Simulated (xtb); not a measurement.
OSn, charge -1, doublet, from a rough starting geometry (GFN-xTB shapes and energies of metal compounds can be far from the true ones) (a state made from the parent by changing its charge; the spin is typed, not shown lowest); GFN2-xTB in xtb.

xtb was given this input:
```
$ xtb mol.xyz --gfn 2 --chrg -1 --uhf 1 --opt vtight --json

# file mol.xyz
2

Sn     0.93009506     0.00112765    -0.04331306
O     -0.88144958     0.00030420     0.05101730
```

The log (banner, timings and long lists left out):

```
   ID    Z sym.   atoms
    1   50 Sn     1
    2    8 O      2

           -------------------------------------------------
          |                Calculation Setup                |
           -------------------------------------------------

           -------------------------------------------------
          |                 G F N 2 - x T B                 |
           -------------------------------------------------

          ...................................................
          :                      SETUP                      :
          :.................................................:
          :  # basis functions                  14          :
          :  # atomic orbitals                  13          :
          :  # shells                            5          :
          :  # electrons                        11          :
          :  max. iterations                   250          :
          :  Hamiltonian                  GFN2-xTB          :
          :  restarted?                      false          :
          :  GBSA solvation                  false          :
          :  PC potential                    false          :
          :  electronic temp.          300.0000000     K    :
          :  accuracy                    1.0000000          :
          :  -> integral cutoff          0.2500000E+02      :
          :  -> integral neglect         0.1000000E-07      :
          :  -> SCF convergence          0.1000000E-05 Eh   :
          :  -> wf. convergence          0.1000000E-03 e    :
          :  Broyden damping             0.4000000          :
          :  net charge                         -1          :
          :  unpaired electrons                  1          :
          ...................................................

 iter      E             dE          RMSdq      gap      omega  full diag
   1     -6.2822025 -0.628220E+01  0.147E+01    0.00       0.0  T
   2     -6.2818279  0.374569E-03  0.131E+01    0.00       1.0  T
   3     -6.2657892  0.160387E-01  0.430E+00    0.00       1.0  T
   4     -6.2899103 -0.241211E-01  0.374E-01    0.00       1.0  T
   5     -6.2901565 -0.246266E-03  0.285E-01    0.00       1.0  T
   6     -6.2901558  0.711342E-06  0.965E-02    0.00       1.0  T
   7     -6.2901612 -0.534705E-05  0.196E-03    0.00      36.1  T
   8     -6.2901612 -0.135797E-08  0.819E-04    0.00      86.4  T
   9     -6.2901612 -0.141580E-09  0.113E-04    0.00     628.1  T

   *** convergence criteria satisfied after 9 iterations ***

         :::::::::::::::::::::::::::::::::::::::::::::::::::::
         ::                     SUMMARY                     ::
         :::::::::::::::::::::::::::::::::::::::::::::::::::::
         :: total energy              -6.283856619200 Eh    ::
         :: gradient norm              0.071109357080 Eh/a0 ::
         :: HOMO-LUMO gap              0.000000000000 eV    ::
         ::.................................................::
         :: SCC energy                -6.290161156897 Eh    ::
         :: -> isotropic ES            0.227319151536 Eh    ::
         :: -> anisotropic ES          0.003169303379 Eh    ::
         :: -> anisotropic XC         -0.001368992006 Eh    ::
         :: -> dispersion             -0.000772750147 Eh    ::
         :: repulsion energy           0.006304537698 Eh    ::
         :: add. restraining           0.000000000000 Eh    ::
         :: total charge              -1.000000000000 e     ::
         :::::::::::::::::::::::::::::::::::::::::::::::::::::

      -----------------------------------------------------------
     |                   =====================                   |
     |                        A N C O P T                        |
     |                   =====================                   |
     |               Approximate Normal Coordinate               |
     |                Rational Function Optimizer                |
      -----------------------------------------------------------
      -----------------------------------------------------------
     |                   =====================                   |
     |                        A N C O P T                        |
     |                   =====================                   |
     |               Approximate Normal Coordinate               |
     |                Rational Function Optimizer                |
      -----------------------------------------------------------

          ...................................................
          :                      SETUP                      :
          :.................................................:
          :   optimization level         verytight          :
          :   max. optcycles                   200          :
          :   ANC micro-cycles                  20          :
          :   degrees of freedom                 1          :
          :.................................................:
          :   RF solver                   davidson          :
          :   write xtbopt.log                true          :
          :   linear (good luck)              true          :
          :   energy convergence         0.1000000E-06 Eh   :
          :   grad. convergence          0.2000000E-03 Eh/α :
          :   maxmium RF displ.          1.0000000          :
          :   Hlow (freq-cutoff)         0.1000000E-01      :
          :   Hmax (freq-cutoff)         5.0000000          :
          :   S6 in model hess.         20.0000000          :
          ...................................................

generating ANC from exact Hessian ...
Using Lindh-Hessian (1995)
 Shifting diagonal of input Hessian by    0.0000000000000000
 Lowest  eigenvalues of input Hessian
    0.000000    0.000000    0.000000    0.000000    0.000000    0.758723
 Highest eigenvalues
    0.000000    0.000000    0.000000    0.000000    0.000000    0.758723

........................................................................
[...]
 * total energy  :    -6.2838566 Eh     change       -0.9805490E-11 Eh
 * total energy  :    -6.2882537 Eh     change       -0.4397095E-02 Eh
 * total energy  :    -6.2890601 Eh     change       -0.8063858E-03 Eh
 * total energy  :    -6.2890995 Eh     change       -0.3938630E-04 Eh
 * total energy  :    -6.2890998 Eh     change       -0.2748836E-06 Eh
 * total energy  :    -6.2890998 Eh     change       -0.7711481E-07 Eh
   *** GEOMETRY OPTIMIZATION CONVERGED AFTER 6 ITERATIONS ***
[...]
           -------------------------------------------------

          ...................................................
          :                      SETUP                      :
          :.................................................:
          :  # basis functions                  14          :
          :  # atomic orbitals                  13          :
          :  # shells                            5          :
          :  # electrons                        11          :
          :  max. iterations                   250          :
          :  Hamiltonian                  GFN2-xTB          :
          :  restarted?                      false          :
          :  GBSA solvation                  false          :
          :  PC potential                    false          :
          :  electronic temp.          300.0000000     K    :
          :  accuracy                    1.0000000          :
          :  -> integral cutoff          0.2500000E+02      :
          :  -> integral neglect         0.1000000E-07      :
          :  -> SCF convergence          0.1000000E-05 Eh   :
          :  -> wf. convergence          0.1000000E-03 e    :
          :  Broyden damping             0.4000000          :
          :  net charge                         -1          :
          :  unpaired electrons                  1          :
          ...................................................

 iter      E             dE          RMSdq      gap      omega  full diag
   1     -6.2912569 -0.629126E+01  0.154E-05    0.00       0.0  T
   2     -6.2912569  0.559552E-13  0.107E-05    0.00    6588.8  T
   3     -6.2912569 -0.103029E-12  0.815E-06    0.00    8677.3  T

   *** convergence criteria satisfied after 3 iterations ***

         :::::::::::::::::::::::::::::::::::::::::::::::::::::
         ::                     SUMMARY                     ::
         :::::::::::::::::::::::::::::::::::::::::::::::::::::
         :: total energy              -6.289099837930 Eh    ::
         :: gradient norm              0.000000594304 Eh/a0 ::
         :: HOMO-LUMO gap              0.000000000001 eV    ::
         ::.................................................::
         :: SCC energy                -6.291256926858 Eh    ::
         :: -> isotropic ES            0.229165286742 Eh    ::
         :: -> anisotropic ES          0.006072600103 Eh    ::
         :: -> anisotropic XC         -0.000976966330 Eh    ::
         :: -> dispersion             -0.000779103664 Eh    ::
         :: repulsion energy           0.002157088929 Eh    ::
         :: add. restraining           0.000000000000 Eh    ::
         :: total charge              -1.000000000000 e     ::
         :::::::::::::::::::::::::::::::::::::::::::::::::::::

           -------------------------------------------------
          |                Property Printout                |
           -------------------------------------------------

    * Orbital Energies and Occupations

         #    Occupation            Energy/Eh            Energy/eV
      -------------------------------------------------------------
         1        2.0000           -0.3915904             -10.6557
         2        2.0000           -0.2887745              -7.8580
         3        2.0000           -0.0891729              -2.4265
         4        2.0000           -0.0891729              -2.4265
         5        2.0000           -0.0864609              -2.3527
         6        0.5000            0.0460477               1.2530 (HOMO)
         7        0.5000            0.0460477               1.2530 (LUMO)
         8                          0.2092395               5.6937
         9                          0.2579914               7.0203
        10                          0.2579914               7.0203
        11                          0.3311392               9.0108
        12                          0.3311392               9.0108
        13                          0.5201907              14.1551
      -------------------------------------------------------------
                  HL-Gap            0.0000000 Eh            0.0000 eV
             Fermi-level            0.0129206 Eh            0.3516 eV

     #   Z          covCN         q      C6AA      α(0)
     1  50 Sn       0.774    -0.200   548.592    51.465
     2   8 O        0.774    -0.800    31.643     7.539

 Mol. C6AA /au·bohr⁶  :        820.359636
 Mol. C8AA /au·bohr⁸  :      81577.862496
 Mol. α(0) /au        :         59.004623

Wiberg/Mayer (AO) data.
largest (>0.10) Wiberg bond orders for each atom

 ---------------------------------------------------------------------------
     #   Z sym  total        # sym  WBO       # sym  WBO       # sym  WBO
 ---------------------------------------------------------------------------
     1  50 Sn   1.734 --     2 O    1.734
     2   8 O    1.734 --     1 Sn   1.734
 ---------------------------------------------------------------------------

Topologies differ in total number of bonds
Writing topology from bond orders to xtbtopo.mol

molecular dipole:
                 x           y           z       tot (Debye)
 q only:        1.048      -0.001      -0.064
   full:        1.172      -0.001      -0.071       2.985
molecular quadrupole (traceless):
                xx          xy          yy          xz          yz          zz
 q only:       -3.228      -0.000       1.621       0.268      -0.000       1.606
  q+dip:       -3.450      -0.000       1.733       0.287      -0.000       1.717
   full:       -5.407      -0.001       2.715       0.440       0.000       2.691

optimized geometry written to: xtbopt.xyz

           -------------------------------------------------
          | TOTAL ENERGY               -6.289099837930 Eh   |
          | GRADIENT NORM               0.000000594304 Eh/α |
          | HOMO-LUMO GAP               0.000000000001 eV   |
           -------------------------------------------------
```
